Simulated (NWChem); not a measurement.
System: C$_{3}$H$_{4}$BF$_{2}$N; SMILES FB1NCC=C1F

Excerpt of the output:

```
             Northwest Computational Chemistry Package (NWChem) 7.3.0
             --------------------------------------------------------

 CS  symmetry detected

                             Geometry "geometry" -> ""
                             -------------------------

 Output coordinates in angstroms (scale by  1.889725989 to convert to a.u.)

  No.       Tag          Charge          X              Y              Z
 ---- ---------------- ---------- -------------- -------------- --------------
    1 F                    9.0000     2.15458951     0.21297536     0.00000000
    2 B                    5.0000     0.86892870    -0.12964467     0.00000000
    3 N                    7.0000     0.37296433    -1.44170716     0.00000000
    4 C                    6.0000    -1.07187962    -1.45819574     0.00000000
    5 C                    6.0000    -1.48427012    -0.01784234     0.00000000
    6 C                    6.0000    -0.40481119     0.78074936     0.00000000
    7 F                    9.0000    -0.44294077     2.10791705     0.00000000
    8 H                    1.0000     0.88840544    -2.31001833     0.00000000
    9 H                    1.0000    -1.47656201    -1.98177575    -0.88693200
   10 H                    1.0000    -1.47656201    -1.98177575     0.88693200
   11 H                    1.0000    -2.52974840     0.29744390     0.00000000

 Effective nuclear repulsion energy (a.u.)     280.4984536585

      Symmetry information
      --------------------

 Group name             Cs
 Group number              2
 Group order               2
 No. of unique centers    10

                                 NWChem DFT Module
                                 -----------------

 Summary of "ao basis" -> "ao basis" (spherical)
 ------------------------------------------------------------------------------
       Tag                 Description            Shells   Functions and Types
 ---------------- ------------------------------  ------  ---------------------
 F                          def2-svp                 6       14   3s2p1d
 B                          def2-svp                 6       14   3s2p1d
 N                          def2-svp                 6       14   3s2p1d
 C                          def2-svp                 6       14   3s2p1d
 H                          def2-svp                 3        5   2s1p

      Symmetry analysis of basis
      --------------------------

        a'         83
        a"         35

            General Information
            -------------------
          SCF calculation type: DFT
          Wavefunction type:  closed shell.
          No. of atoms     :    11
          No. of electrons :    52
           Alpha electrons :    26
            Beta electrons :    26
          Charge           :     0
          Spin multiplicity:     1
          Use of symmetry is: on ; symmetry adaption is: on
          Maximum number of iterations: 150
          AO basis - number of functions:   118
                     number of shells:    54
          Convergence on energy requested:  1.00D-06
          Convergence on density requested:  1.00D-05
          Convergence on gradient requested:  5.00D-04

              XC Information
              --------------
                        Slater Exchange Functional  1.000 local
                      VWN V Correlation Functional  1.000 local

             Grid Information
             ----------------
          Grid used for XC integration:  medium
          Radial quadrature: Mura-Knowles
          Angular quadrature: Lebedev.
          Tag              B.-S. Rad. Rad. Pts. Rad. Cut. Ang. Pts.
          ---              ---------- --------- --------- ---------
          F                   0.50       49          12.0       434
          B                   0.85       49          10.0       434
          N                   0.65       49          10.0       434
          C                   0.70       49          10.0       434
          H                   0.35       45          11.0       434
          Grid pruning is: on
          Number of quadrature shells:   478
          Spatial weights used:  Erf1

      Superposition of Atomic Density Guess
      -------------------------------------

 Sum of atomic energies:        -392.20474662

      Non-variational initial energy
      ------------------------------

 Total energy =    -395.990875
 1-e energy   =   -1094.681040
 2-e energy   =     418.191712
 HOMO         =      -0.289803
 LUMO         =       0.003244

      Symmetry analysis of molecular orbitals - initial
      -------------------------------------------------

  Numbering of irreducible representations:

     1 a'          2 a"

  Orbital symmetries:

     1 a'          2 a'          3 a'          4 a'          5 a'
     6 a'          7 a'          8 a'          9 a'         10 a'
    11 a'         12 a'         13 a'         14 a'         15 a'
    16 a"         17 a'         18 a"         19 a'         20 a'
    21 a"         22 a'         23 a'         24 a'         25 a"
    26 a"         27 a"         28 a'         29 a'         30 a'
    31 a"         32 a'         33 a"         34 a'         35 a'
    36 a'

     ---------------------------------------------
      Total Density - Mulliken Population Analysis
     ---------------------------------------------

    Atom       Charge   Shell Charges
 -----------   ------   -------------------------------------------------------
    1 F    9     9.36   1.99  1.15  0.72  3.50  1.99  0.00
    2 B    5     4.54   1.99  0.83  0.13  1.23  0.21  0.17
    3 N    7     7.49   1.99  1.02  0.41  2.56  1.50  0.01
    4 C    6     5.85   1.99  0.94  0.11  1.89  0.88  0.05
    5 C    6     6.29   1.99  0.98  0.34  2.01  0.94  0.03
    6 C    6     5.64   1.99  0.94  0.23  1.74  0.67  0.07
    7 F    9     9.37   1.99  1.14  0.77  3.43  2.03  0.01
    8 H    1     0.76   0.60  0.12  0.04
    9 H    1     0.90   0.68  0.20  0.02
   10 H    1     0.90   0.68  0.20  0.02
   11 H    1     0.90   0.66  0.22  0.02

   convergence    iter        energy       DeltaE   RMS-Dens  Diis-err
 ---------------- ----- ----------------- --------- --------- ---------
 d= 0,ls=0.0,diis     1   -392.6405664565 -6.73D+02  1.76D-02  1.53D+00
 d= 0,ls=0.0,diis     2   -392.5148189029  1.26D-01  1.11D-02  2.82D+00
 d= 0,ls=0.0,diis     3   -392.7457184334 -2.31D-01  2.96D-03  2.58D-01
 d= 0,ls=0.0,diis     4   -392.7648106609 -1.91D-02  1.20D-03  2.50D-02
 d= 0,ls=0.0,diis     5   -392.7666689811 -1.86D-03  6.19D-04  5.84D-03
  Resetting Diis
 d= 0,ls=0.0,diis     6   -392.7673947068 -7.26D-04  1.54D-04  6.38D-04
 d= 0,ls=0.0,diis     7   -392.7674756474 -8.09D-05  8.32D-05  2.77D-05
 d= 0,ls=0.0,diis     8   -392.7674623374  1.33D-05  6.06D-05  1.46D-04
 d= 0,ls=0.0,diis     9   -392.7674785101 -1.62D-05  1.02D-05  1.31D-06
 d= 0,ls=0.0,diis    10   -392.7674786250 -1.15D-07  3.98D-06  3.58D-07

         Total DFT energy =     -392.767478624975
      One electron energy =    -1099.348536282251
           Coulomb energy =      472.671263144158
    Exchange-Corr. energy =      -46.588659145390
 Nuclear repulsion energy =      280.498453658508

 Numeric. integr. density =       51.999971250600

                  Occupations of the irreducible representations
                  ----------------------------------------------

                     irrep           alpha         beta
                     --------     --------     --------
                     a'               21.0         21.0
                     a"                5.0          5.0

                       DFT Final Molecular Orbital Analysis
                       ------------------------------------

 Vector   24  Occ=2.000000D+00  E=-2.708661D-01  Symmetry=a'
              MO Center=  2.7D-02,  7.2D-01, -9.9D-16, r^2= 2.8D+00
   Bfn.  Coefficient  Atom+Function         Bfn.  Coefficient  Atom+Function
  ----- ------------  ---------------      ----- ------------  ---------------
    88      0.389839   7 F  px               74      0.348134   6 C  px
    73      0.305890   6 C  s                91     -0.265539   7 F  px
     5      0.242089   1 F  py               19     -0.235551   2 B  py
    59     -0.185404   5 C  s                60     -0.177351   5 C  px
     8     -0.168560   1 F  py               18      0.162548   2 B  px

 Vector   25  Occ=2.000000D+00  E=-2.451733D-01  Symmetry=a"
              MO Center=  1.1D-01, -9.8D-01,  9.7D-16, r^2= 2.8D+00
   Bfn.  Coefficient  Atom+Function         Bfn.  Coefficient  Atom+Function
  ----- ------------  ---------------      ----- ------------  ---------------
    34      0.437361   3 N  pz               37     -0.343239   3 N  pz
    20      0.219718   2 B  pz                6     -0.206929   1 F  pz
   104     -0.194670   9 H  s               109      0.194670  10 H  s
    48      0.183061   4 C  pz                9      0.154451   1 F  pz
    76     -0.144756   6 C  pz              105     -0.144968   9 H  s

 Vector   26  Occ=2.000000D+00  E=-2.248524D-01  Symmetry=a"
              MO Center= -7.6D-01,  1.6D-01,  2.7D-16, r^2= 2.5D+00
   Bfn.  Coefficient  Atom+Function         Bfn.  Coefficient  Atom+Function
  ----- ------------  ---------------      ----- ------------  ---------------
    62      0.404414   5 C  pz               76      0.320572   6 C  pz
    65      0.309266   5 C  pz               90      0.275324   7 F  pz
    34      0.268783   3 N  pz               37     -0.224205   3 N  pz
    93     -0.205948   7 F  pz               79      0.159641   6 C  pz
   105      0.052112   9 H  s               110     -0.052112  10 H  s

 Vector   27  Occ=0.000000D+00  E=-5.044171D-02  Symmetry=a"
              MO Center= -4.7D-01, -3.7D-02, -5.5D-16, r^2= 3.1D+00
   Bfn.  Coefficient  Atom+Function         Bfn.  Coefficient  Atom+Function
  ----- ------------  ---------------      ----- ------------  ---------------
    65      0.490520   5 C  pz               62      0.398676   5 C  pz
    79     -0.365308   6 C  pz               20      0.331873   2 B  pz
    76     -0.328192   6 C  pz               23     -0.220126   2 B  pz
    37      0.218391   3 N  pz               34     -0.213000   3 N  pz
   105      0.211568   9 H  s               110     -0.211568  10 H  s

 Vector   28  Occ=0.000000D+00  E= 2.465178D-02  Symmetry=a'
              MO Center= -4.5D-01, -1.9D+00,  7.8D-14, r^2= 5.6D+00
   Bfn.  Coefficient  Atom+Function         Bfn.  Coefficient  Atom+Function
  ----- ------------  ---------------      ----- ------------  ---------------
    45      1.617865   4 C  s               100     -0.947516   8 H  s
   105     -0.876752   9 H  s               110     -0.876752  10 H  s
    31      0.755905   3 N  s               115     -0.516181  11 H  s
    73      0.494196   6 C  s                49     -0.362181   4 C  px
    17     -0.318097   2 B  s                63     -0.316634   5 C  px

 Vector   29  Occ=0.000000D+00  E= 4.797076D-02  Symmetry=a'
              MO Center=  2.7D-01,  2.0D-02, -9.0D-13, r^2= 5.4D+00
   Bfn.  Coefficient  Atom+Function         Bfn.  Coefficient  Atom+Function
  ----- ------------  ---------------      ----- ------------  ---------------
    17      1.804940   2 B  s                31     -0.926391   3 N  s
   115     -0.688345  11 H  s                73     -0.667572   6 C  s
    78      0.568924   6 C  py               59      0.543340   5 C  s
     3     -0.362341   1 F  s                45      0.322265   4 C  s
    87     -0.313728   7 F  s                49      0.291263   4 C  px

     ---------------------------------------------
      Total Density - Mulliken Population Analysis
     ---------------------------------------------

    Atom       Charge   Shell Charges
 -----------   ------   -------------------------------------------------------
    1 F    9     9.06   1.99  1.12  0.73  3.36  1.86  0.01
    2 B    5     5.07   1.98  0.79  0.08  1.68  0.37  0.17
    3 N    7     7.12   1.98  0.97  0.39  2.51  1.25  0.02
    4 C    6     5.95   1.98  0.91  0.04  2.15  0.83  0.05
    5 C    6     6.20   1.98  0.90  0.36  2.12  0.81  0.03
    6 C    6     5.81   1.98  0.91  0.17  2.04  0.63  0.07
    7 F    9     9.15   1.99  1.12  0.78  3.34  1.91  0.01
    8 H    1     0.85   0.70  0.11  0.04
    9 H    1     0.92   0.71  0.19  0.02
   10 H    1     0.92   0.71  0.19  0.02
   11 H    1     0.95   0.71  0.22  0.02

     -------------------------------------------
      Total Density - Lowdin Population Analysis
     -------------------------------------------

    Atom       Charge   Shell Charges
 -----------   ------   -------------------------------------------------------
    1 F    9     8.93   1.97  0.97  0.71  3.20  2.07  0.01
    2 B    5     5.27   1.96  0.49  0.21  1.52  0.65  0.44
    3 N    7     6.96   1.96  0.68  0.38  2.29  1.60  0.04
    4 C    6     5.98   1.96  0.57  0.29  1.92  1.13  0.12
    5 C    6     6.08   1.96  0.61  0.31  1.94  1.19  0.08
    6 C    6     5.99   1.96  0.61  0.30  1.86  1.09  0.17
    7 F    9     9.02   1.97  1.00  0.73  3.21  2.09  0.01
    8 H    1     0.91   0.58  0.20  0.12
    9 H    1     0.95   0.62  0.26  0.07
   10 H    1     0.95   0.62  0.26  0.07
   11 H    1     0.96   0.61  0.28  0.07

     Multipole analysis of the density
     ---------------------------------

     L   x y z        total         alpha         beta         nuclear
     -   - - -        -----         -----         ----         -------
     0   0 0 0     -0.000000    -26.000000    -26.000000     52.000000

     1   1 0 0     -0.599484     -0.299742     -0.299742      0.000000
     1   0 1 0     -1.260782     -0.630391     -0.630391     -0.000000
     1   0 0 1     -0.000000     -0.000000     -0.000000      0.000000

     2   2 0 0    -28.777936   -158.908997   -158.908997    289.040058
     2   1 1 0     -0.196870     -3.826434     -3.826434      7.455998
     2   1 0 1     -0.000000     -0.000000     -0.000000      0.000000
     2   0 2 0    -26.298836   -164.435048   -164.435048    302.571260
     2   0 1 1     -0.000000     -0.000000     -0.000000      0.000000
     2   0 0 2    -28.989089    -17.303717    -17.303717      5.618344
```

Level: LDA (Slater exchange, VWN5)/def2-SVP. All runs use the structure optimised with PBE0/def2-SVP.

### Question
Which NWChem input produces such a log?

### Answer
Several could match; the one computed here: the input that was run:
```
start job
memory heap 200 mb stack 900 mb global 1100 mb
geometry units angstroms noautoz
  F      1.905436    -1.038381     0.000000
  B      0.650215    -0.597096     0.000000
  N     -0.498766    -1.401665     0.000000
  C     -1.701756    -0.601252     0.000000
  C     -1.230959     0.821082     0.000000
  C      0.110800     0.872687     0.000000
  F      0.827034     1.990648     0.000000
  H     -0.562132    -2.409449     0.000000
  H     -2.331085    -0.805822    -0.886932
  H     -2.331085    -0.805822     0.886932
  H     -1.917077     1.670595     0.000000
end
basis spherical
  * library def2-svp
end
dft
  xc slater vwn_5
  iterations 150
  mulliken
end
task dft energy
```
